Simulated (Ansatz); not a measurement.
A structure relaxed at PBE-D4/def2-SVP in Ansatz, charge 0, singlet:

```tsv
atom	x (Å)	y (Å)	z (Å)
Si1	0.0712	-0.3851	0.1530
N2	-1.1475	0.0773	-1.0306
C3	-2.1016	1.1149	-0.6836
C4	-1.5052	-0.7331	-2.1855
C5	-2.5907	-1.7889	-1.9314
H6	-2.2954	1.7888	-1.5520
H7	-3.0939	0.7281	-0.3433
H8	-1.6882	1.7414	0.1335
H9	-1.8423	-0.0532	-3.0049
H10	-0.5938	-1.2359	-2.5715
H11	-2.8481	-2.3333	-2.8638
H12	-2.2502	-2.5360	-1.1841
H13	-3.5242	-1.3305	-1.5450
N14	0.9086	1.1002	0.5931
C15	1.4819	1.9192	-0.4595
C16	1.3918	1.3893	1.9356
C17	2.7993	0.8617	2.2510
H18	1.3333	3.0052	-0.2484
H19	2.5786	1.7641	-0.6137
H20	0.9739	1.6972	-1.4206
H21	1.3744	2.4957	2.0885
H22	0.6751	0.9749	2.6754
H23	3.1212	1.1602	3.2707
H24	2.8294	-0.2468	2.1953
H25	3.5523	1.2529	1.5363
C26	1.1951	-1.6697	-0.6620
H27	0.6606	-2.6052	-0.9270
H28	2.0063	-1.9371	0.0465
H29	1.6738	-1.2745	-1.5815
C30	-0.6609	-1.1115	1.7386
H31	-1.2508	-2.0149	1.4790
H32	-1.3474	-0.3983	2.2394
H33	0.1133	-1.4170	2.4725
```

(1) Give its formula, name or SMILES and point group.

(2) Summarise the bond lengths by kind (pairs closer than 1.2 times the sum of covalent radii, bridged metal pairs left out).

Results:

(1) Si(NMeEt)2Me2 (C₈H₂₂N₂Si). Point group C2 (tolerance 0.1 Å).

(2) 4 × C–N 1.45 to 1.46 Å; 2 × C–C 1.54 Å; 2 × C–Si 1.89 Å; 2 × N–Si 1.76 Å; 22 × C–H 1.11 to 1.12 Å.
